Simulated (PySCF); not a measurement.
C₂H₄FNSi, SMILES F[C@@H]1N=C[SiH2]1.

Geometry optimised at TPSSh-D3(BJ)/def2-SVP. The structure was generated by enumeration; whether it is a known compound was not checked.

Computed with TDDFT-PBE/def2-SVPD (PySCF).

Vertical excitations. Gas-phase values at a fixed geometry.

Computed UV-visible absorptions:
| state | energy (eV) | λ (nm) | f | main pairs |
|---|---|---|---|---|
| S1 | 3.85 | 322 | 0.001 | HOMO→LUMO 99 % |
| S2 | 4.78 | 259 | 0.001 | HOMO→LUMO+1 97 % |
| S3 | 4.99 | 248 | 0.006 | HOMO−1→LUMO 95 % |
| S4 | 6.00 | 207 | 0.007 | HOMO→LUMO+2 98 % |
| S5 | 6.18 | 201 | 0.011 | HOMO→LUMO+3 68 %, HOMO−1→LUMO+1 27 % |
| S6 | 6.37 | 195 | 0.015 | HOMO−1→LUMO+1 30 %, HOMO−2→LUMO 27 %, HOMO→LUMO+3 15 %, HOMO−3→LUMO 14 % |
| S7 | 6.38 | 194 | 0.016 | HOMO→LUMO+4 44 %, HOMO−1→LUMO+1 17 %, HOMO−3→LUMO 16 %, HOMO→LUMO+3 10 % |
| S8 | 6.52 | 190 | 0.005 | HOMO−3→LUMO 62 %, HOMO→LUMO+4 23 % |
| S9 | 6.59 | 188 | 0.082 | HOMO→LUMO+4 27 %, HOMO−2→LUMO 23 %, HOMO−4→LUMO 13 %, HOMO−1→LUMO+1 13 % |
| S10 | 7.00 | 177 | 0.028 | HOMO→LUMO+5 79 % |
| T1 | 3.11 | 399 | 0 | HOMO→LUMO 99 % |
| T2 | 4.52 | 274 | 0 | HOMO−1→LUMO 86 % |
| T3 | 4.59 | 270 | 0 | HOMO→LUMO+1 99 % |
| T4 | 5.03 | 246 | 0 | HOMO−2→LUMO 77 %, HOMO−1→LUMO 13 % |
Triplets are in the Tamm–Dancoff approximation, which puts them higher than full response would, so one can lie above its singlet here.
